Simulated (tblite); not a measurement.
C8H12SSi.
Bonds: C1–C2, C2–S3 (double), C2–C4, C4–C5, C5–C6 (double), C6–Si7, Si7–C8, C8–C9 (double), C9–C10, C5–C10. Hydrogens: H11, H12, H13 on C1; H14, H15 on C4; H16 on C6; H17, H18 on Si7; H19 on C8; H20 on C9; H21, H22 on C10.

Structure optimised with GFN2-xTB, isolated species.

Problem. What internal coordinates does the optimisation give?

Solution. 
```json
{"bond": "C1–C2", "length (Å)": "1.487", "order": "single"}
{"bond": "C2=S3", "length (Å)": "1.627", "order": "double"}
{"bond": "C2–C4", "length (Å)": "1.495", "order": "single"}
{"bond": "C4–C5", "length (Å)": "1.523", "order": "single"}
{"bond": "C5=C6", "length (Å)": "1.329", "order": "double"}
{"bond": "C6–Si7", "length (Å)": "1.872", "order": "single"}
{"bond": "Si7–C8", "length (Å)": "1.869", "order": "single"}
{"bond": "C8=C9", "length (Å)": "1.327", "order": "double"}
{"bond": "C9–C10", "length (Å)": "1.496", "order": "single"}
{"bond": "C5–C10", "length (Å)": "1.497", "order": "single"}
{"bond": "C1–H11, C1–H12, C1–H13", "length (Å)": "1.089", "order": "single"}
{"bond": "C4–H14, C4–H15", "length (Å)": "1.091", "order": "single"}
{"bond": "C6–H16", "length (Å)": "1.083", "order": "single"}
{"bond": "Si7–H17, Si7–H18", "length (Å)": "1.471", "order": "single"}
{"bond": "C8–H19", "length (Å)": "1.082", "order": "single"}
{"bond": "C9–H20", "length (Å)": "1.086", "order": "single"}
{"bond": "C10–H21, C10–H22", "length (Å)": "1.098", "order": "single"}
```

Bonds in one row agree within 0.01 Å and their mean is given. Orders are formal, as drawn. A selection of angles:
```json
{"angle": "C1–C2–S3", "degrees": "121.8"}
{"angle": "C1–C2–C4", "degrees": "116.9"}
{"angle": "S3–C2–C4", "degrees": "121.3"}
{"angle": "C2–C4–C5", "degrees": "107.5"}
{"angle": "C4–C5–C6", "degrees": "121.1"}
{"angle": "C4–C5–C10", "degrees": "113.0"}
{"angle": "C6–C5–C10", "degrees": "125.9"}
{"angle": "C5–C6–Si7", "degrees": "122.9"}
{"angle": "C6–Si7–C8", "degrees": "100.9"}
{"angle": "Si7–C8–C9", "degrees": "122.1"}
{"angle": "C8–C9–C10", "degrees": "127.0"}
{"angle": "C5–C10–C9", "degrees": "119.0"}
```

Torsions: C1–C2–C4–C5 85° (synclinal); C2–C4–C5–C6 -96° (anticlinal); C4–C5–C6–Si7 177° (antiperiplanar); C5–C6–Si7–C8 -10° (synperiplanar); C6–Si7–C8–C9 10° (synperiplanar); Si7–C8–C9–C10 1° (synperiplanar); C8–C9–C10–C5 -14° (synperiplanar); C4–C5–C10–C9 -164° (antiperiplanar). The mirror-image conformer, all signs reversed, is as good.

Si7 (SiH2 silicon) is distorted tetrahedral (angles from 100.9° to 112.3°). The C–C distances run from 1.327 Å (C8=C9, drawn double) to 1.523 Å (C4–C5, drawn single), a spread of 0.196 Å. The 6-membered ring C5–C6–Si7–C8–C9–C10 has internal angles of 100.9° to 127.0°; it is puckered, 0.08 Å rms from its mean plane, widest ring torsion 14°. Of the pairs four or more bonds apart, S3···H21 is among the closest relative to their van der Waals radii: 2.67 Å, 89 % of the sum of Bondi's values.

Point group: C1 (no symmetry element, even within 0.4 Å). Its GFN2-xTB frequencies are all real (lowest 28 cm⁻¹). One conformer, not necessarily the lowest.

The run took 1.5 s wall on one thread, Arm Neoverse V2 (aarch64), shared host with 64 logical CPUs at a one-minute load of 43. These figures are those of the optimisation.

All values are computed, not measured.
